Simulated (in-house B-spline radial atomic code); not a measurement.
Excitations of Ne VII (Ne6+) by several methods

Full response, energies in eV; labels give the largest channel, * marks a mixed state, a dash one above the method's threshold, and an imaginary frequency an unstable closed-shell reference. Computed with an all-electron radial atomic-structure program (B-spline basis): linear response of the closed shell [He] 2s2 with each method's own kernel (bare exchange for TDHF, static screening on G0W0 levels for BSE, the adiabatic kernel for functionals); scalar-relativistic (spin-free one-electron X2C), finite nucleus, no spin-orbit coupling, no double excitations, S, P, D and F terms only.

```csv
method,2s → 2p 3P,2s → 2p 1P,2s → 3s 3S,α (bohr³)
TDHF,8.075,23.945,118.59,0.5204
BSE on G0W0@HF,?,?,?,?
LDA VWN5,11.854,24.471,118.38,0.4893
PBE,10.977,24.869,118.31,0.489
PBE0,10.621,24.692,118.67,0.4958
B3LYP (VWN-RPA),9.823,24.315,117.27,0.5017
CAM-B3LYP,9.858,24.355,116.87,0.5006
LC-wPBE,10.884,24.856,117.83,0.4907
wB97X,10.020,24.447,118.96,0.5209
HSE06,10.451,24.609,118.68,0.498
BHandHLYP,9.023,24.121,117.13,0.5095
BLYP,9.636,24.452,116.61,0.4973
PBEsol,?,?,?,?
BP86,11.001,24.843,119.14,0.4939
LDA exchange-only,10.415,24.654,116.83,0.486
B97-1,11.406,24.722,118.73,0.4988
RPBE,10.976,25.085,118.13,0.4903
OLYP,10.119,25.263,116.16,0.4952
```

(1) What does PBEsol give?

(2) What does BSE on G0W0@HF give?

Answers

(1) 2s → 2p 3P: 11.230; 2s → 2p 1P: 24.897; 2s → 3s 3S: 118.17; α: 0.4893 (eV, bohr³).

(2) 2s → 2p 3P: 12.324; 2s → 2p 1P: 25.421; 2s → 3s 3S: 121.35; α: 0.4567 (eV, bohr³).
